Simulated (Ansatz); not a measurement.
Basis-set extrapolation for H5O2SSi2 (`O[SiH](O)S[SiH2]`) radical (PBE0-D4/def2-TZVP geometry, frozen core, Ansatz). Multiplicity 2, UHF reference.

```
                       def2-TZVPP    def2-QZVPP
                 HF  -1128.269001  -1128.305961
    MP2 correlation     -0.877130     -0.951011
CCSD(T) correlation     -0.957336       not run
```

Energies in hartree. Use E(X) = E(∞) + A·exp(−7.88·√X) for Hartree–Fock and E(X) = E(∞) + B·X^(−2.97) for correlation, with X = 3 and 4, and add CCSD(T) minus MP2 of the smaller set to the MP2 limit.

Q: What is the CCSD(T) energy at the basis-set limit?

A: HF limit: -1128.305961 + (-0.036960) × 0.13774 = -1128.31105. MP2 limit: -0.951011 + (-0.073881) × 0.74074 = -1.00574. Higher-order term: -0.957336 − (-0.877130) = -0.08021. Total: -1129.39700 hartree, 107.1 kcal/mol below CCSD(T)/def2-TZVPP.
